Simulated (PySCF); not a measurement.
A structure optimised at PBE0-D3(BJ)/def2-TZVP, used in a PySCF frequency run:

```
Ga
H 1 1.5599
H 1 1.5601 2 126.57
Se 1 2.3219 2 118.32 3 180.00
H 4 1.4682 1 93.57 2 0.00
```
Charge 0, spin multiplicity 1.

Problem. Write its SMILES, formula and point group.

Solution. [GaH2][SeH], GaH3Se, Cs

Problem. What are its rotational constants (standard atomic weights)?

Solution. 83.559, 2.4233, 2.3550 GHz
